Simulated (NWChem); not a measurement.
Molecule: thionyl fluoride (SOF₂); SMILES O=S(F)F

Program: NWChem. Pople sets run with spherical d functions. Each level has its own optimisation; frequencies are unscaled.

| level | r O–S (Å) | r F–S (Å) | highest harmonic frequency (cm⁻¹) | lowest (cm⁻¹) | zero-point energy (kcal/mol) | dipole (D) |
|---|---|---|---|---|---|---|
| Hartree-Fock/STO-3G | 1.660 | 1.650 | 981 | 278 | 5.1 | 2.64 |
| Hartree-Fock/3-21G | 1.529 | 1.633 | 1121 | 352 | 5.9 | 3.18 |
| Hartree-Fock/6-31G* | 1.409 | 1.573 | 1465 | 416 | 6.8 | 2.22 |
| B3LYP/6-31G* | 1.446 | 1.628 | 1317 | 340 | 5.8 | 1.79 |
| LDA (Slater exchange, VWN5)/def2-SVP | 1.448 | 1.625 | 1317 | 330 | 5.8 | 1.67 |
| PBE/def2-SVP | 1.460 | 1.653 | 1278 | 314 | 5.6 | 1.69 |
| BLYP/def2-SVP | 1.465 | 1.669 | 1247 | 304 | 5.4 | 1.77 |
| PBE0/def2-SVP | 1.437 | 1.616 | (withheld) | (withheld) | 6.0 | (withheld) |

**Question.** What belongs in the gaps?

**Answer.** 
- PBE0/def2-SVP, highest harmonic frequency (cm⁻¹): 1364
- PBE0/def2-SVP, lowest (cm⁻¹): 357
- PBE0/def2-SVP, dipole (D): 1.85
